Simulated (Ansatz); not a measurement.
Born–Oppenheimer molecular dynamics of a periodic cell of 39 atoms, H$_{22}$C$_{6}$S$_{5}$O$_{6}$ (contents 5 SH2 + 6 H2CO, density as packed 0.87 g/cm³ with natural masses). It goes on from the last frame of an earlier run, with new velocities.

Method: Ansatz 0.2.0, DFT PBEsol, scalar-relativistic, plane waves, PAW. Settings: cutoff 420 eV, k mesh 1x1x1, fermi-dirac smearing 0.02 eV, no spin polarisation.

```json
{
 "ensemble": "NPT, Langevin",
 "time step": "0.5 fs",
 "steps asked": "150",
 "set temperature": "1000 K",
 "friction": "0.005 /fs",
 "pressure": "5 GPa",
 "seed": "783776"
}
```

First frame:

```xyz
39
Lattice="8.7329 0.0000 0.0000 0.0000 8.7329 0.0000 0.0000 0.0000 8.7329" Properties=species:S:1:pos:R:3
S 1.262 5.925 4.505
H 0.857 7.223 4.519
H 2.461 6.211 3.991
S 2.845 3.997 7.641
H 2.090 5.043 7.992
H 2.582 4.444 6.331
S 4.951 1.758 7.910
H 4.130 0.728 7.933
H 5.949 0.978 8.578
S 7.961 2.856 6.378
H 8.590 3.935 6.928
H 6.940 3.722 5.831
S 5.807 6.421 6.258
H 6.897 5.631 6.628
H 5.143 5.800 7.330
O 5.248 5.944 1.464
C 5.958 5.337 2.316
H 6.396 4.358 2.130
H 6.247 5.833 3.275
O 3.822 -0.453 2.990
C 3.300 0.142 2.097
H 3.659 1.119 1.764
H 2.291 -0.216 1.639
O 1.994 8.142 7.665
C 1.223 8.165 6.704
H 1.474 8.732 5.755
H 0.295 7.609 6.503
O 2.595 2.042 4.791
C 1.686 1.851 3.946
H 0.671 2.150 4.096
H 1.998 1.571 2.914
O 7.927 -0.066 3.386
C 7.274 0.476 4.284
H 7.235 0.377 5.354
H 6.644 1.246 3.744
O 8.781 5.758 0.044
C 8.822 6.890 0.453
H 8.949 7.306 1.483
H 8.452 7.693 -0.241
```

Problem. What does the run give?

Solution. All steps were run.

```yaml
steps_done: 150
time_covered: 75 fs
mean_temperature_over_the_second_half: 956 K
spread_of_the_potential_energy_over_the_second_half: 8.4 meV per atom
mean_potential_energy_of_the_second_half_above_the_start: 35.1 meV per atom
mean_pressure_over_the_second_half: 2.6 GPa
```

The conserved energy stayed within 0.2 meV per atom of its start (net change 0.18 meV per atom), so the integration is sound. A run of 0.075 ps of so small a system gives no equilibrium averages. Limits of this set-up: coarse k mesh. The cell's volume went from 666 to 451 Å³.

Problem. What happens to the structure?

Solution. Mean squared displacements from the first frame to the last, about the centre of mass, the cell's change included: S 0.33 Å², H 2.32 Å², O 1.60 Å², C 1.01 Å². This is one draw of velocities; another would differ in detail.

Problem. How do temperature and energy run in time?

Solution. 
| time (fs) | T (K) | potential energy less start (eV) | conserved less start (meV/atom) | P (GPa) | volume (Å³) |
| --- | --- | --- | --- | --- | --- |
| 0.0 | 974 | 0.000 | 0.00 | 0.0 | 666.0 |
| 2.5 | 966 | 0.429 | 0.15 | -0.6 | 665.6 |
| 5.0 | 1006 | 0.348 | 0.14 | -0.3 | 664.4 |
| 7.5 | 1017 | 0.119 | 0.07 | 1.1 | 662.2 |
| 10.0 | 1061 | 0.051 | 0.13 | 1.8 | 659.4 |
| 12.5 | 1046 | -0.159 | 0.02 | 1.1 | 656.0 |
| 15.0 | 886 | 0.331 | 0.17 | 0.0 | 652.1 |
| 17.5 | 877 | 0.356 | 0.13 | -0.6 | 647.1 |
| 20.0 | 929 | 0.125 | 0.10 | 0.3 | 641.2 |
| 22.5 | 1034 | -0.035 | 0.04 | 1.5 | 634.6 |
| 25.0 | 967 | 0.450 | 0.08 | 1.2 | 627.8 |
| 27.5 | 861 | 0.894 | 0.15 | -0.1 | 620.7 |
| 30.0 | 860 | 0.654 | 0.07 | -0.2 | 613.3 |
| 32.5 | 900 | 0.538 | 0.12 | 1.3 | 605.2 |
| 35.0 | 981 | 0.343 | 0.04 | 2.3 | 596.9 |
| 37.5 | 939 | 0.708 | 0.09 | 1.8 | 588.4 |
| 40.0 | 884 | 0.958 | 0.13 | 0.8 | 579.5 |
| 42.5 | 884 | 0.890 | 0.07 | 0.7 | 570.4 |
| 45.0 | 878 | 1.180 | 0.13 | 2.6 | 561.3 |
| 47.5 | 988 | 1.014 | -0.02 | 3.8 | 552.1 |
| 50.0 | 942 | 1.396 | 0.14 | 3.0 | 543.2 |
| 52.5 | 890 | 1.382 | 0.08 | 0.9 | 534.2 |
| 55.0 | 857 | 1.552 | 0.14 | 0.2 | 524.8 |
| 57.5 | 822 | 1.563 | 0.15 | 1.8 | 515.2 |
| 60.0 | 956 | 1.040 | 0.03 | 4.1 | 505.6 |
| 62.5 | 996 | 1.395 | 0.14 | 5.3 | 495.9 |
| 65.0 | 1005 | 1.546 | 0.07 | 3.8 | 486.6 |
| 67.5 | 1067 | 1.769 | 0.13 | 2.2 | 477.4 |
| 70.0 | 1080 | 1.907 | 0.14 | 2.6 | 468.3 |
| 72.5 | 1130 | 1.523 | -0.02 | 3.8 | 459.5 |
| 75.0 | 1032 | 2.068 | 0.18 | 4.7 | 450.8 |

Run time: 8.5 min on 1 CPU thread of a shared host.
